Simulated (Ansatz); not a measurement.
A CCSD(T) single point on `N1[SiH2][S][Zn][SiH2]1`.

```yaml
crystal:
  periodic: [false, false, false]
  atoms:
    - {symbol: N, position_ang: [-0.313692, 0.154166, 0.618453]}
    - {symbol: Si, position_ang: [0.278490, -1.447981, 0.245552]}
    - {symbol: S, position_ang: [0.791767, -1.747399, -1.809776]}
    - {symbol: Zn, position_ang: [0.474025, 0.410936, -2.084743]}
    - {symbol: Si, position_ang: [-0.247304, 1.664825, -0.250645]}
    - {symbol: H, position_ang: [-0.779345, 0.178473, 1.518690]}
    - {symbol: H, position_ang: [1.480889, -1.757310, 1.066026]}
    - {symbol: H, position_ang: [-0.784872, -2.416078, 0.625998]}
    - {symbol: H, position_ang: [-1.589641, 2.308743, -0.288335]}
    - {symbol: H, position_ang: [0.689694, 2.651635, 0.358780]}
basis:
  gaussian: {orbitals: def2-SVP}
correlation: {method: ccsd_t, frozen_orbitals: {H: 0, "N": 1, S: 5, Si: 5, Zn: 9}}
```

```sh
$ ansatz run in.yaml --threads 4 --pin off --events-out ev --progress --plain --max-ram 10444MiB
```

Output of Ansatz, abridged:

```
Functional definition: HF
1188 factors; integrals over basis functions are off by at most 1.1e-3 eV
mean field evaluation 1: about -76462.3121 eV, gradient 3.3e1 eV
mean field evaluation 2: about -76462.3538 eV, gradient 3.3e1 eV
mean field evaluation 4: about -76465.4500 eV, gradient 3.6e0 eV
mean field evaluation 8: about -76465.5076 eV, gradient 1.3e-1 eV
mean field -76465.50776242 eV, -2810.0555800862 hartree, gradient 1.9e-6 eV, S^2 0.000000; 0 other end points of the search recorded, 0 dependent functions left out
25 core orbitals not correlated: weight in the atoms' cores, before any rotation towards them, 1.000 or more for the frozen orbitals, at most 0.000 for the correlated occupied ones
reference -76465.50776242 eV, -2810.0555800862 hartree; 18, 18 occupied and 81, 81 virtual orbitals, 1188 factors
second order -21.30215075 eV of doubles, -0.00000000 eV of singles
cycle   1  -21.33271244 eV  change   -3.1e-2 eV  update   1.2e-1
cycle   2  -21.98318860 eV  change   -6.5e-1 eV  update   4.0e-2
cycle   3  -22.11606552 eV  change   -1.3e-1 eV  update   2.0e-2
cycle   4  -22.10907398 eV  change    7.0e-3 eV  update   5.4e-3
cycle   5  -22.10412134 eV  change    5.0e-3 eV  update   2.5e-3
cycle   6  -22.10416763 eV  change   -4.6e-5 eV  update   7.3e-4
cycle   7  -22.10399108 eV  change    1.8e-4 eV  update   2.8e-4
cycle   8  -22.10391496 eV  change    7.6e-5 eV  update   1.0e-4
cycle   9  -22.10395142 eV  change   -3.6e-5 eV  update   4.4e-5
perturbative correction -0.69109146 eV, -0.0253971426 hartree
Total energy: -76488.30280530 eV, -2810.8932824610 hartree
```

It took 5.5 s on 4 threads of an Intel Xeon 6975P-C on a shared host, with 0.61 GiB of host memory at the peak.

MP2 recovers 93.5 % of the CCSD(T) correlation energy and the triples give 3.0 %; T1 = 0.0133.
